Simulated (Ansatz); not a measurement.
Isolated molecules relaxed with PBE0-D4/def2-TZVP in Ansatz; ΔE leaves out vibrations. CBS: MP2 limit from def2 TZ/QZ plus the TZ coupled-cluster correction, frozen cores. This one scheme is used for every species. DFT in def2-TZVPP. Elements past krypton have def2 core potentials. For Sb outer-core shells are correlated without core-valence functions, which leaves a few kJ/mol of doubt a bond. One conformer a species, not always the lowest.

Consider the substitution at a C–C bond: `C#CC=O` + `[NH2][SbH2]` → `O=C[NH][SbH2]` + `C#C`.

`C#CC=O`:

```xyz
6

C    -0.562    1.391   -0.315
C    -0.112    0.311   -0.041
C     0.409   -1.008    0.231
O     0.986   -1.306    1.242
H    -0.955    2.355   -0.540
H     0.235   -1.743   -0.578
```

`[NH2][SbH2]`:

```xyz
6

N     0.787    0.444   -0.544
Sb   -0.358    0.122    1.109
H     0.515   -0.110   -1.346
H     0.771    1.418   -0.815
H    -1.828   -0.358    0.349
H     0.114   -1.516    1.245
```

`O=C[NH][SbH2]`:

Cartesian coordinates in Å:
```
O -1.238 -0.493 -1.418
C -1.103 0.458 -0.670
N -0.248 0.439 0.360
Sb 0.741 -1.370 0.559
H -1.678 1.392 -0.797
H -0.128 1.263 0.927
H 1.873 -1.045 -0.684
H 1.780 -0.643 1.723
```

`C#C`:

Cartesian coordinates in Å:
```
C -0.358 -0.067 -0.475
C 0.358 0.067 0.475
H -0.994 -0.186 -1.321
H 0.994 0.186 1.321
```

```
           level  ΔE (kJ/mol)  difference from CCSD(T)/CBS
         BLYP-D4        -75.0                         -1.3
      r2SCANh-D4        -77.7                         -4.0
         ωB97M-V        -77.6                         -3.9
         r2SCANh        -76.8                         -3.1
         r2SCAN0        -77.2                         -3.5
       CAM-B3LYP        -76.1                         -2.4
   CCSD/def2-SVP        -79.9                         -6.2
CCSD(T)/def2-SVP        -80.7                         -7.0
   HF/def2-TZVPP        -71.9                          1.8
   MP2/CBS(def2)        -75.2                         -1.5
     CCSD(T)/CBS        -73.7                            0
```

Largest T1 diagnostic among the species: 0.017.

From BLYP to BHLYP (50 % exact exchange), in def2-TZVPP and without D4, ΔE moves by −5.5 kJ/mol. Leaving LDA and LC-ωPBE aside and taking each functional with its dispersion term where it has one, the values, not all of them listed here, spread over 6.7 kJ/mol, from CAM-B3LYP-D4 to B2PLYP. LDA lies −15.7 kJ/mol from PBE without D4. The D4 term adds −5.6 kJ/mol with B3LYP and −2.9 kJ/mol with PBE0; it sums over pairs of atoms, weighted by their polarisabilities, and B3LYP, whose exchange is more repulsive, gets the larger term.

B3LYP here is the variant with VWN-RPA as its local correlation; programs differ in this.
